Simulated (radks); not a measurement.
Results of a calculation; reference values are marked as such.
Ionisation of neutral scandium, [Ar] 3d1 4s2, to [Ar] 3d1 4s1 as the strength of local exchange is varied. Code: a radial shooting solver on a logarithmic mesh with Libxc functionals. Model: scalar-relativistic Kohn-Sham, Slater X-alpha exchange (alpha = 2/3 is LDA exchange), no correlation, spin-polarised, spherical densities, point nucleus; open shells are filled with parallel spins first.

alpha,E(Sc) (hartree),exchange (hartree),IE (eV),-e of the level emptied (eV),<r> of it (bohr)
0.63,-758.70946,-33.36502,5.283,3.057 (4s),3.915
0.667,-760.67211,-35.40652,5.429,3.212 (4s),3.878
0.764,-765.83894,-40.80040,5.830,3.645 (4s),3.781
0.856,-770.76810,-45.97206,6.232,4.085 (4s),3.690
0.871,-771.57440,-46.82040,6.299,4.159 (4s),3.676
0.926,-774.53713,-49.94330,6.551,4.438 (4s),3.623
0.994,-778.21379,-53.83102,6.872,4.794 (4s),3.559
1.025,-779.89491,-55.61314,7.021,4.961 (4s),3.531

NIST Atomic Spectra Database: 6.561 eV (measured). The Delta-SCF value meets it near alpha = 0.93. Open shells are spherical and high-spin; term and fine-structure splittings are not resolved.
